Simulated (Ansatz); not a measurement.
`[BH2][GeH2][Cl]` + H₂S → `[SH][GeH2][Cl]` + BH₃ at 298.15 K and 1 bar (cleavage of the Ge–B bond).

Program: Ansatz. Geometries: PBE0-D4/def2-TZVP. ΔE: electronic, gas phase. CCSD(T)/CBS adds triple-zeta CCSD(T) − MP2 to the extrapolated MP2 energy (def2 sets, frozen cores). This one scheme is used for every species. For Ge outer-core shells are correlated without core-valence functions, which leaves a few kJ/mol of doubt a bond. Scalar relativity is left out up to krypton. One conformer a species, not always the lowest.

```csv
species,CCSD(T)/CBS energy (Eh),H − E (kJ/mol),S (J/(mol·K))
`[BH2][GeH2][Cl]`,-2563.08808,113.5,317.1
H₂S,-398.97279,49.9,205.7
`[SH][GeH2][Cl]`,-2935.52817,86.7,319.0
BH₃,-26.55200,78.7,188.3
```

H − E and S are ideal-gas, rigid-rotor, harmonic terms from PBE0-D4/def2-TZVP, for one conformer and one mirror image of each species. 1 Eh = 2625.50 kJ/mol, R = 8.31446 J/(mol·K).

By hand: ΔE, ΔH, ΔS and ΔG.

ΔE = (-2935.52817) + (-26.55200) − (-2563.08808) − (-398.97279) = -0.01930 Eh = -50.7 kJ/mol. Δ(H − E) = 86.7 + 78.7 − 113.5 − 49.9 = 2.0, so ΔH = -48.7 kJ/mol. ΔS = 319.0 + 188.3 − 317.1 − 205.7 = -15.5 J/(mol·K). ΔG = -48.7 − 298.15 × (-15.5)/1000 = -44.1 kJ/mol.

By hand: the equilibrium constant, and the temperature at which ΔG would vanish if ΔH and ΔS stayed fixed.

log₁₀ K = −ΔG/(RT ln 10) = 7.7. ΔG = 0 at ΔH/ΔS = 3142 K, far beyond where these terms or the molecules hold.

ΔH outweighs TΔS. A doubt of 5 kJ/mol in ΔE shifts log₁₀ K by 0.9 here. Other conformers and mirror images would add mixing entropy, several J/(mol·K) or more a flexible species. These are equilibria of isolated gas molecules and say nothing of rates. Largest T1 diagnostic: 0.011 (customary marks: 0.02 for closed shells, 0.045 for open ones).
